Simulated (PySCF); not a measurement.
## Working out the excitation energy of Kr(2+)

Kr(2+) [Ar] 3d10 4s2 4p4 (3P) → Kr(2+) [Ar] 3d10 4s2 4p3 5s1 (5S). Computed with PySCF 2.14 in aug-cc-pVDZ-PP with ECP10MDF (5s4p3d, 32 functions), with scalar relativity through the core potential. Frozen: 3s2 3p6 3d10. Energies in hartree (1 hartree = 27.21139 eV):

```csv
part,Kr(2+) (lower),Kr(2+) (upper)
UHF,-460.842732,-460.213282
MP2 opposite-spin,-0.056336,-0.050305
MP2 same-spin,-0.018356,-0.024714
```

Problem. What does Hartree-Fock give?

Solution. (-460.213282) − (-460.842732) = 0.629450 hartree = 17.128 eV.

Problem. What do MP2 and SCS-MP2 (6/5 opposite-spin, 1/3 same-spin) give?

Solution. The opposite-spin parts differ by 0.164 eV and the same-spin parts by -0.173 eV. MP2: 17.128 + (0.164) + (-0.173) = 17.119 eV. SCS-MP2: 17.128 + 1.2 × (0.164) + (-0.173)/3 = 17.267 eV.

A double-zeta basis recovers only part of the correlation energy.
